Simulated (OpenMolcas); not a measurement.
# N III: effect of the basis set

```json
{
  "Program": "OpenMolcas 26.06",
  "Method": "CASSCF",
  "Active space": "3 electrons in 4 orbitals (2s 2p)",
  "State averaging": "2S+1 = 4 odd, 1 root; 2S+1 = 2 odd, 11 roots; 2S+1 = 4 even, 3 roots; 2S+1 = 2 even, 9 roots",
  "Spin-orbit coupling": "state interaction with AMFI integrals over the reference wave functions, term energies averaged over their components"
}
```

A. ANO-RCC-VDZP [3s2p1d], DKH2, point nucleus; cost of the order of 15 core-seconds
B. ANO-L-VTZP [4s3p2d1f], non-relativistic, point nucleus; cost of the order of 13 core-seconds
C. ANO-RCC-VTZP [4s3p2d1f], DKH2, point nucleus; cost about 22 core-seconds
D. ANO-R2 [4s4p2d1f], X2C, finite nucleus; cost of the order of 16 core-seconds
E. ANO-R3 [4s4p2d1f], X2C, finite nucleus; cost roughly 11 core-seconds
F. ANO-RCC-VQZP [5s4p3d2f1g], DKH2, point nucleus; cost about 13 core-seconds

Energies in cm-1 above 2s2 2p 2P* 1/2, the measured ground level; measured values from Moore, Selected Tables of Atomic Spectra, NSRDS-NBS 3, section 5.

```json
{"Level": "2s2 2p 2P* 1/2", "A": "0.0", "B": "0.0", "C": "0.0", "D": "0.0", "E": "0.0", "F": "0.0", "Measured": "0.0"}
{"Level": "2s2 2p 2P* 3/2", "A": "158", "B": "158", "C": "158", "D": "158", "E": "158", "F": "159", "Measured": "174"}
{"Level": "2s 2p2 4P 1/2", "A": "51374", "B": "51157", "C": "51360", "D": "51338", "E": "51338", "F": "51279", "Measured": ""}
{"Level": "2s 2p2 4P 3/2", "A": "51432", "B": "51216", "C": "51417", "D": "51395", "E": "51395", "F": "51336", "Measured": "57247"}
{"Level": "2s 2p2 4P 5/2", "A": "51528", "B": "51312", "C": "51513", "D": "51488", "E": "51488", "F": "51431", "Measured": "57328"}
{"Level": "2s 2p2 2D 3/2", "A": "106886", "B": "106650", "C": "106925", "D": "106882", "E": "106882", "F": "106844", "Measured": "101031"}
{"Level": "2s 2p2 2D 5/2", "A": "106887", "B": "106650", "C": "106925", "D": "106882", "E": "106882", "F": "106844", "Measured": "101024"}
{"Level": "2s 2p2 2S 1/2", "A": "136194", "B": "135949", "C": "136226", "D": "136074", "E": "136074", "F": "136041", "Measured": "131004"}
{"Level": "2s 2p2 2P 1/2", "A": "157018", "B": "156679", "C": "156980", "D": "156837", "E": "156837", "F": "156821", "Measured": "145876"}
{"Level": "2s 2p2 2P 3/2", "A": "157128", "B": "156789", "C": "157091", "D": "156949", "E": "156949", "F": "156934", "Measured": "145986"}
{"Level": "2p3 4S* 3/2", "A": "184129", "B": "183606", "C": "184142", "D": "184131", "E": "184131", "F": "184089", "Measured": "186797"}
{"Level": "2p3 2D* 3/2", "A": "213605", "B": "213067", "C": "213626", "D": "213558", "E": "213558", "F": "213514", "Measured": "203089"}
{"Level": "2p3 2D* 5/2", "A": "213606", "B": "213067", "C": "213627", "D": "213558", "E": "213558", "F": "213515", "Measured": "203075"}
{"Level": "2p3 2P* 1/2", "A": "243583", "B": "243036", "C": "243621", "D": "243457", "E": "243457", "F": "243422", "Measured": "230404"}
{"Level": "2p3 2P* 3/2", "A": "243591", "B": "243044", "C": "243629", "D": "243465", "E": "243465", "F": "243430", "Measured": "230409"}
```

Deviations, from unrounded energies. A percentage is the sum of absolute deviations over the sum of measured energies, with the sign that they share, or ± where signs differ.

| Against measurement | Levels | A | B | C | D | E | F |
| --- | --- | --- | --- | --- | --- | --- | --- |
| mean absolute deviation (cm-1) | 13 | 7800 | 7600 | 7800 | 7700 | 7700 | 7700 |
| fine structure of the ground term (%) | 1 | -9.4 | -9.5 | -9.6 | -9.6 | -9.6 | -8.6 |
| other configurations (%) | 12 | ±5.6 | ±5.5 | ±5.6 | ±5.6 | ±5.6 | ±5.6 |

A, B, C, D, E, F lie about equally close to measurement. The largest miss of B in the table is 2p3 2P* 3/2, by +13000 cm-1. The ranking rests on the paired levels alone, and a cruder setting can come out closer through cancelling errors.

Among A to F the level of the table that moves most is 2p3 2P* 1/2, by 580 cm-1 (lowest in B, highest in C).

Measured partners are found by configuration, term and J. A level has none where our copy of the source lacks it or the pairing is in doubt (some pairs that miss far off the trend of their configuration count as doubtful), and it then counts in no deviation. Levels of configurations outside the active space are missing.

* marks odd parity.
